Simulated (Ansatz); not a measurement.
Consider the ligand exchange at a Cd–Cl bond: `[Cl][Cd][Cl]` + HBr → `[Cl][Cd][Br]` + HCl.

Isolated molecules relaxed with PBE0-D4/def2-TZVP in Ansatz; ΔE leaves out vibrations. CBS: MP2 limit from def2 TZ/QZ plus the TZ coupled-cluster correction, frozen cores. This one scheme is used for every species. Functionals use def2-TZVPP. def2 core potentials past Kr. For Br, Cd outer-core shells are correlated without core-valence functions, which leaves a few kJ/mol of doubt a bond. Scalar relativity is left out up to krypton.

(1) Is it downhill or uphill in electronic energy at CCSD(T)/CBS, and by how much? (Best estimate.)

(2) What do these levels give: PBE-QIDH, r2SCANh, LC-ωPBE, MP2/def2-QZVPP, MP2/CBS(def2), CCSD/CBS(def2)? (An estimate is asked.)

Largest T1 diagnostic among the species: 0.013.

Answers

(1) Computed: Downhill: ΔE = -25.7 kJ/mol.

(2) Computed: PBE-QIDH -26.5, r2SCANh -24.3, LC-ωPBE -23.3, MP2/def2-QZVPP -25.9, MP2/CBS(def2) -26.8, CCSD/CBS(def2) -26.1 kJ/mol.

From BLYP to BHLYP (50 % exact exchange), in def2-TZVPP and without D4, ΔE moves by −4.2 kJ/mol. Leaving LDA and LC-ωPBE aside and taking each functional with its dispersion term where it has one, the values, not all of them listed here, spread over 7.0 kJ/mol, from BHLYP-D4 to B97M-V.
